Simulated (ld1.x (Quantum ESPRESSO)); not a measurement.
What one change does to a pseudopotential (Bi, RRKJ)

| Property | Result |
| --- | --- |
| Element | Bi (Z = 83) |
| Generator | ld1.x (Quantum ESPRESSO) 7.5 |
| Type | norm-conserving RRKJ (Kleinman–Bylander form) |
| Functional | PBEsol |
| Relativity | non-relativistic |
| Frozen core | [Xe] 4f14 5d10 |
| Valence charge | 5 |
| Reference configuration | 6s1.75 6p3.25 |
| Partial waves | 6p (bound): rc 2.15 bohr; 6s (bound): rc 1.60 bohr |
| Local potential | the s channel |
| Core correction | none |
| rho0 | 0.001 |

Change: functional BLYP.

Cutoffs: the cutoffs (Ry, on a coarse ladder) from which the occupation-weighted sum of valence levels, in a spherical-Bessel basis at the reference potential, stays within 10 and 1 mRy of its value at 400 Ry; they do not see the model core or the augmentation charge, which bear on the density cutoff. Errors are all-electron minus pseudo energies relative to the spin-unpolarised reference configuration.

Task: What does the change do?

Result: The potential gets neither clearly harder nor softer (35 Ry and 140 Ry → 35 Ry and 140 Ry); of the 7 tests that both files solve, the error grows in 7 and shrinks in 0 by more than 15 % and 0.3 meV (median size 2.7 → 21.7 meV); neither file shows a bound ghost.

```csv
quantity,base,changed
"cutoff, loose",35 Ry,35 Ry
"cutoff, tight",140 Ry,140 Ry
bound ghosts,none,none
"error for 6s2 6p3, meV [ΔE -1.67 eV]",+0.5,+1.3
"error for 6s2 6p2, meV [ΔE 6.40 → 6.23 eV]",-0.7,+22
"error for 6s2 6p1, meV [ΔE 21.64 → 21.35 eV]",+2.7,+112
"error for 6s2 6p2.5, meV [ΔE 1.52 → 1.43 eV]",+0.2,+6.6
"error for 6s0 6p5, meV [ΔE 11.92 → 11.96 eV]",+84,+132
"error for 6s1 6p3, meV [ΔE 13.64 → 13.46 eV]",+2.9,+13
"error for 6s1 6p0, meV [ΔE 85.11 → 84.90 eV]",+240,+843
s: phases at 2.34 bohr within 0.05 rad from the reference energy up to (Ry; the scan ends near 5),0.1,0.2
p: phases at 2.34 bohr within 0.05 rad from the reference energy up to (Ry; the scan ends near 5),to the end of the scan,to the end of the scan
```
